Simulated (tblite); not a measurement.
Species: C₇H₇S (doublet state).
Numbering: `[CH3:1][c:2]1[cH:3][cH:4][cH:5][cH:6][c:7]1[S:8]` (hydrogens: H9, H10, H11 on C1; H12 on C3; H13 on C4; H14 on C5; H15 on C6)
Bond orders are those of one Lewis drawing.

Computed with GFN2-xTB (tblite), gas phase: L-BFGS steps from a force-field or distance-geometry start until the largest atomic force falls under 0.01 eV/Å.

Step 3: E = -592.1100 eV
```
atom  x, y, z in Å  |  force x, y, z in eV/Å
C1     -2.1713   -0.3892   -0.1218    0.116   0.060   0.032
C2     -0.6964   -0.1262   -0.0449   -0.066   0.023   0.003
C3      0.1923   -1.1810   -0.2020    0.066   0.080   0.028
C4      1.5664   -0.9994   -0.1354   -0.052   0.072   0.020
C5      2.0767    0.2736    0.0947    0.020  -0.084  -0.020
C6      1.2201    1.3390    0.2563   -0.027   0.003  -0.017
C7     -0.1760    1.1755    0.1911    0.271  -0.570  -0.070
S8     -1.1606    2.5575    0.4114   -0.206  -0.040  -0.019
H9     -2.6585   -0.1137    0.8117   -0.007   0.147   0.006
H10    -2.3751   -1.4409   -0.3027    0.098  -0.048  -0.019
H11    -2.6247    0.1834   -0.9283   -0.001   0.133   0.036
H12    -0.1935   -2.1767   -0.3772   -0.041   0.074   0.003
H13     2.2338   -1.8428   -0.2570   -0.071   0.085   0.002
H14     3.1467    0.4217    0.1453   -0.065   0.038   0.012
H15     1.6158    2.3271    0.4369   -0.035   0.026   0.003
```

Step 4: E = -592.1178 eV
```
atom  x, y, z in Å  |  force x, y, z in eV/Å
C1     -2.1688   -0.3883   -0.1212   -0.008   0.043   0.011
C2     -0.6979   -0.1255   -0.0441    0.020  -0.162  -0.035
C3      0.1930   -1.1776   -0.2019   -0.029  -0.024   0.022
C4      1.5646   -0.9972   -0.1337    0.006   0.000  -0.016
C5      2.0757    0.2729    0.0934    0.033   0.025   0.019
C6      1.2189    1.3385    0.2561    0.125  -0.066  -0.026
C7     -0.1713    1.1652    0.1898    0.109  -0.227  -0.016
S8     -1.1602    2.5472    0.4094   -0.223   0.003  -0.010
H9     -2.6580   -0.1090    0.8103    0.000   0.118   0.018
H10    -2.3717   -1.4415   -0.3032    0.090   0.006  -0.005
H11    -2.6243    0.1869   -0.9256    0.013   0.108   0.026
H12    -0.1937   -2.1722   -0.3766   -0.039   0.035  -0.004
H13     2.2316   -1.8399   -0.2571   -0.060   0.060   0.004
H14     3.1435    0.4224    0.1457    0.006   0.037   0.009
H15     1.6142    2.3260    0.4367   -0.045   0.045   0.004
```

Problem. Estimate the geometry and energy of step 5. (The exact step hangs on the optimiser's Hessian estimate; all steps are aligned on step 4, rigid shifts and turns removed.)

Solution. E = -592.1215 eV, largest force 0.168 eV/Å
```
atom  x, y, z in Å  |  force x, y, z in eV/Å
C1     -2.1677   -0.3872   -0.1207   -0.069   0.026   0.001
C2     -0.6987   -0.1280   -0.0443    0.055  -0.140  -0.028
C3      0.1929   -1.1769   -0.2016    0.007  -0.066   0.016
C4      1.5640   -0.9958   -0.1329   -0.016  -0.008  -0.027
C5      2.0758    0.2731    0.0930    0.088  -0.014   0.020
C6      1.2203    1.3368    0.2554    0.088   0.019  -0.008
C7     -0.1671    1.1568    0.1890   -0.032   0.024   0.018
S8     -1.1634    2.5405    0.4079   -0.157  -0.057  -0.018
H9     -2.6577   -0.1043    0.8098    0.010   0.088   0.017
H10    -2.3681   -1.4415   -0.3035    0.062   0.039   0.004
H11    -2.6237    0.1908   -0.9235    0.024   0.083   0.020
H12    -0.1944   -2.1688   -0.3762   -0.048  -0.052  -0.018
H13     2.2292   -1.8373   -0.2572   -0.018   0.008  -0.001
H14     3.1419    0.4234    0.1462    0.060   0.031   0.007
H15     1.6125    2.3262    0.4366   -0.054   0.021  -0.002
```

The energy changes by -0.0038 eV. The first-order estimate −F·Δx gives -0.0057 eV and the mean of the old and new forces, exact on a quadratic surface, -0.0038 eV. The step makes an angle of 40° with the force vector and moves no atom by more than 0.009 Å.

The cost below is that of the whole relaxation. Time: 0.14 s. Hardware: an Arm Neoverse V2 with one thread, no GPU, shared host with 96 logical CPUs at a one-minute load of 32.
